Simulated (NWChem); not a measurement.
Everything below was run with NWChem. System: C2H7AlO2, charge 0, spin multiplicity 1, at a geometry optimised with PBE/def2-SVP. The structure started from a generated list of species. Level: MP2/def2-SVP, 9 core orbitals frozen.

NWChem printed:

```
             Northwest Computational Chemistry Package (NWChem) 7.3.0
             --------------------------------------------------------

                                NWChem Input Module
                                -------------------

 Scaling coordinates for geometry "geometry" by  1.889725989
 (inverse scale =  0.529177249)

                             Geometry "geometry" -> ""
                             -------------------------

 Output coordinates in angstroms (scale by  1.889725989 to convert to a.u.)

  No.       Tag          Charge          X              Y              Z
 ---- ---------------- ---------- -------------- -------------- --------------
    1 Al                  13.0000    -0.45273700     0.25527100     0.90542700
    2 H                    1.0000    -1.13535600     0.64124600     2.27149900
    3 O                    8.0000    -0.92767200     1.12068100    -0.48712600
    4 C                    6.0000    -0.71124500     1.24007400    -1.86256500
    5 H                    1.0000    -0.38083900     2.27213500    -2.12200800
    6 H                    1.0000     0.06150600     0.53647700    -2.25390800
    7 H                    1.0000    -1.65134600     1.04733800    -2.42893900
    8 O                    8.0000     0.70712600    -0.99665100     0.92706700
    9 C                    6.0000     1.58199100    -1.73086300     0.12193200
   10 H                    1.0000     1.55845200    -1.42796500    -0.95188700
   11 H                    1.0000     2.63291500    -1.61746400     0.47466000
   12 H                    1.0000     1.34013100    -2.81779600     0.16431400

 Effective nuclear repulsion energy (a.u.)     221.5785670705

            Nuclear Dipole moment (a.u.)
            ----------------------------
        X                 Y               Z
 ---------------- ---------------- ----------------
    -0.0000188973     0.0000000000     0.0000226767


 Summary of "ao basis" -> "" (spherical)
 ------------------------------------------------------------------------------
       Tag                 Description            Shells   Functions and Types
 ---------------- ------------------------------  ------  ---------------------
 *                          def2-svp                  on all atoms

 Summary of "ao basis" -> "ao basis" (spherical)
 ------------------------------------------------------------------------------
       Tag                 Description            Shells   Functions and Types
 ---------------- ------------------------------  ------  ---------------------
 Al                         def2-svp                 8       18   4s3p1d
 H                          def2-svp                 3        5   2s1p
 O                          def2-svp                 6       14   3s2p1d
 C                          def2-svp                 6       14   3s2p1d

                                 NWChem SCF Module
                                 -----------------

  ao basis        = "ao basis"
  functions       =   109
  atoms           =    12
  closed shells   =    24
  open shells     =     0
  charge          =   0.00
  wavefunction    = RHF
  use symmetry    = F
  symmetry adapt  = F

 Summary of "ao basis" -> "ao basis" (spherical)
 ------------------------------------------------------------------------------
       Tag                 Description            Shells   Functions and Types
 ---------------- ------------------------------  ------  ---------------------
 Al                         def2-svp                 8       18   4s3p1d
 H                          def2-svp                 3        5   2s1p
 O                          def2-svp                 6       14   3s2p1d
 C                          def2-svp                 6       14   3s2p1d

 Forming initial guess at       0.1s

      Superposition of Atomic Density Guess
      -------------------------------------

 Sum of atomic energies:        -469.91829907

      Non-variational initial energy
      ------------------------------

 Total energy =    -471.855715
 1-e energy   =   -1087.028714
 2-e energy   =     393.594432
 HOMO         =      -0.384219
 LUMO         =       0.000301

 Starting SCF solution at       1.9s
[...]
    28     -0.263030   3 O  py               27      0.254562   3 O  px
    31     -0.214862   3 O  py               30      0.211825   3 O  px
    57     -0.192580   6 H  s                95      0.192477  10 H  s
    71     -0.174985   8 O  py

 Vector   24  Occ=2.000000D+00  E=-4.332154D-01
              MO Center=  8.7D-02, -4.8D-02, -1.8D-01, r^2= 5.1D+00
   Bfn.  Coefficient  Atom+Function         Bfn.  Coefficient  Atom+Function
  ----- ------------  ---------------      ----- ------------  ---------------
    70     -0.261164   8 O  px               27      0.257879   3 O  px
    28      0.246195   3 O  py               71     -0.240349   8 O  py
    73     -0.229811   8 O  px               30      0.227206   3 O  px
    31      0.216588   3 O  py               74     -0.211854   8 O  py
    62      0.164922   7 H  s                52     -0.163963   5 H  s

 Vector   25  Occ=0.000000D+00  E= 1.047385D-01
              MO Center= -4.8D-01,  2.7D-01,  9.6D-01, r^2= 4.8D+00
   Bfn.  Coefficient  Atom+Function         Bfn.  Coefficient  Atom+Function
  ----- ------------  ---------------      ----- ------------  ---------------
    11      0.691705   1 Al px               12      0.643330   1 Al py
    13      0.163957   1 Al pz

 Vector   26  Occ=0.000000D+00  E= 1.185787D-01
              MO Center= -1.5D-01,  8.9D-02,  3.1D-01, r^2= 6.3D+00
   Bfn.  Coefficient  Atom+Function         Bfn.  Coefficient  Atom+Function
  ----- ------------  ---------------      ----- ------------  ---------------
     4      1.671785   1 Al s                40     -0.696376   4 C  s
    83     -0.696417   9 C  s                20     -0.563474   2 H  s
     3     -0.322631   1 Al s                26     -0.322689   3 O  s
    69     -0.322996   8 O  s                58      0.273606   6 H  s
    96      0.273608  10 H  s                63      0.218261   7 H  s

 Vector   27  Occ=0.000000D+00  E= 1.796632D-01
              MO Center=  4.5D-01, -2.5D-01, -9.0D-01, r^2= 8.5D+00
   Bfn.  Coefficient  Atom+Function         Bfn.  Coefficient  Atom+Function
  ----- ------------  ---------------      ----- ------------  ---------------
    40      1.532717   4 C  s                83      1.532265   9 C  s
    58     -1.027817   6 H  s                96     -1.028262  10 H  s
     4      0.894543   1 Al s                20     -0.740320   2 H  s
    53     -0.541006   5 H  s                63     -0.539423   7 H  s
   101     -0.539022  11 H  s               106     -0.540863  12 H  s

 center of mass
 --------------
 x =  -0.05981893 y =   0.03369594 z =   0.11953968

 moments of inertia (a.u.)
 ------------------
         767.414322010972         314.494191945053         -96.952613000358
         314.494191945053         649.321341421204         195.227241552007
         -96.952613000358         195.227241552007         680.516823115284

  Mulliken analysis of the total density
  --------------------------------------

    Atom       Charge   Shell Charges
 -----------   ------   -------------------------------------------------------
    1 Al  13    11.80   2.00  1.99  0.58  0.01  5.94  0.68  0.30  0.30
    2 H    1     1.25   0.71  0.53  0.01
    3 O    8     8.79   1.99  1.03  0.76  2.87  2.13  0.01
    4 C    6     5.73   1.99  0.85  0.18  1.93  0.71  0.07
    5 H    1     0.98   0.76  0.19  0.02
    6 H    1     1.00   0.77  0.21  0.02
    7 H    1     0.98   0.76  0.19  0.02
    8 O    8     8.79   1.99  1.03  0.76  2.87  2.13  0.01
    9 C    6     5.73   1.99  0.85  0.18  1.93  0.71  0.07
   10 H    1     1.00   0.77  0.21  0.02
   11 H    1     0.98   0.76  0.19  0.02
   12 H    1     0.98   0.76  0.19  0.02

       Multipole analysis of the density wrt the origin
       ------------------------------------------------

     L   x y z        total         open         nuclear
     -   - - -        -----         ----         -------
     0   0 0 0     -0.000000      0.000000     48.000000

     1   1 0 0      0.377135      0.000000     -0.000019
     1   0 1 0     -0.213050      0.000000      0.000000
     1   0 0 1     -0.752898      0.000000      0.000023

     2   2 0 0    -27.409846      0.000000    167.563599
     2   1 1 0      2.017631      0.000000   -181.156056
     2   1 0 1      0.338312      0.000000     52.582007
     2   0 2 0    -27.770269      0.000000    234.250476
     2   0 1 1      0.595753      0.000000   -110.233017
     2   0 0 2    -29.223509      0.000000    221.892691

                   NWChem MP2 Semi-direct Energy/Gradient Module
                   ---------------------------------------------

  Basis functions       =    109
  Molecular orbitals    =    109
  Frozen core           =      9
  Frozen virtuals       =      0
  Active alpha occupied =     15
  Active beta occupied  =     15
  Active alpha virtual  =     85
  Active beta virtual   =     85
  Use MO symmetry       = F
  Use skeleton AO sym   = F

  AO/Fock/Back tols     =   1.0D-09  1.0D-09  1.0D-09

 GA uses MA = F    GA memory limited = T

 Available:
  local mem=  1.15D+08
 global mem=  1.31D+08
 local disk=  0.00D+00
  mp2_memr nvloc                    85
  nvloc new                    85
   1 passes of  15:        3145728                      56749                  23472740.
   1 passes of  15: M    114683698           G      131048238           F     111537970.

 Semi-direct pass number   1 of   1  for RHF alpha+beta  at        4.9s
  vrange nnbf                  5410
  mp2_eaftype                    89  avail_ma_in_mb                   999
 EAF : mp2_eaftype filesize          89   11736370.
  mp2_eaf for mointskh                     89
Node 0 wrote     55.2 Mb in      0.0 s     Agg I/O rate:  2032.5 Mb/s
 Done moints_semi at        9.4s
  mp2_eaftype                    89  avail_ma_in_mb                   910
 EAF : mp2_eaftype filesize          89   11736370.
  mp2_eaf for kh                    89
 Done maket at        9.8s
 Done multipass loop at        9.8s

          -------------------------------------------
          SCF energy                -471.281417624273
          Correlation energy          -0.716574803025
          Singlet pairs               -0.462412197438
          Triplet pairs               -0.254162605587
          Total MP2 energy          -471.997992427298
          -------------------------------------------

          ---------------------------------------------------
                    Spin Component Scaled (SCS) MP2
          Same spin pairs                     -0.169441737058
          Same spin scaling factor             0.333333333333
          Opposite spin pairs                 -0.547133065967
          Opposite spin scaling fact.          1.200000000000
          SCS-MP2 correlation energy          -0.713040258180
          Total SCS-MP2 energy              -471.994457882453
          ---------------------------------------------------

 -----------------------
 Performance information
 -----------------------

 Timer overhead =  2.31D-07 seconds/call

               Nr. of calls         CPU time (s)                 Wall time (s)                GFlops
             ---------------    -------------------     ------------------------------   -------------------
Name         Min   Avg   Max    Min     Avg     Max     Min     Avg     Max   Mx/calls   Min     Max     Sum
mp2: moin     1     1     1    4.5     4.5     4.5      4.5     4.5     4.5     4.5      0.0     0.0     0.0
mp2: make     1     1     1   0.40    0.40    0.40     0.40    0.40    0.40    0.40      0.0     0.0     0.0
mp2: tota     1     1     1    4.9     4.9     4.9      4.9     4.9     4.9     4.9      0.0     0.0     0.0

 The average no. of pstat calls per process was 3.00D+00
 with a timing overhead of 6.92D-07s

 Task  times  cpu:        9.7s     wall:        9.7s

 Total times  cpu:        9.8s     wall:        9.8s
```

Task: Write an NWChem input that would produce this output.

Result: This is not unique; one that fits is 
```
start mol
memory heap 200 mb stack 800 mb global 1000 mb
geometry units angstroms nocenter noautoz noautosym
  Al    -0.452737     0.255271     0.905427
  H     -1.135356     0.641246     2.271499
  O     -0.927672     1.120681    -0.487126
  C     -0.711245     1.240074    -1.862565
  H     -0.380839     2.272135    -2.122008
  H      0.061506     0.536477    -2.253908
  H     -1.651346     1.047338    -2.428939
  O      0.707126    -0.996651     0.927067
  C      1.581991    -1.730863     0.121932
  H      1.558452    -1.427965    -0.951887
  H      2.632915    -1.617464     0.474660
  H      1.340131    -2.817796     0.164314
end
basis spherical
  * library def2-svp
end
scf
  rhf
  nopen 0
  maxiter 100
  thresh 1e-7
  semidirect memsize 60000000 filesize 0
end
mp2
  freeze core 9
end
task mp2 energy
```
